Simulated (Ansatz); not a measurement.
Relaxation of CH$_{4}$Sb (6 atoms, charge 1, multiplicity 1), to a largest force component of 0.015 eV/Å in at most 40 steps.

These are results of RKS PBE0-D4/def2-SVP (Ansatz), not measurements.

```xyz
6
Properties=species:S:1:pos:R:3
C -0.570 -0.926 -0.148
Sb 0.556 0.668 0.148
H -0.971 -1.452 0.712
H -0.458 -1.484 -1.070
H 0.986 1.132 1.680
H 1.733 1.091 -0.940
```

Problem. Where does it end, and by what steps?

Solution. The run converged. Limits of this set-up: the dipole of an ion depends on the origin. After 8 steps the energy has fallen by 0.287 eV; C1 moved furthest, 0.22 Å.

| step | energy less start (eV) | largest force component (eV/Å) | accepted |
| --- | --- | --- | --- |
| 0 | 0.0000 | 1.870 | yes |
| 1 | -0.2259 | 1.146 | yes |
| 2 | -0.2519 | 0.545 | yes |
| 3 | -0.2776 | 0.445 | yes |
| 4 | -0.2853 | 0.155 | yes |
| 5 | -0.2869 | 0.094 | yes |
| 6 | -0.2874 | 0.033 | yes |
| 7 | -0.2874 | 0.020 | yes |
| 8 | -0.2875 | 0.012 | yes |

```xyz
6
Properties=species:S:1:pos:R:3
C -0.369 -0.991 -0.089
Sb 0.463 0.791 0.119
H -1.007 -1.397 0.709
H -0.492 -1.427 -1.090
H 0.958 1.049 1.703
H 1.723 1.004 -0.971
```

Whether the end is a true minimum wasn't checked by a vibrational analysis.

Run time: 14 s on 1 thread of AMD EPYC 7R43 64-Core Processor (Zen 3), on a shared host, peak memory 0.13 GiB.
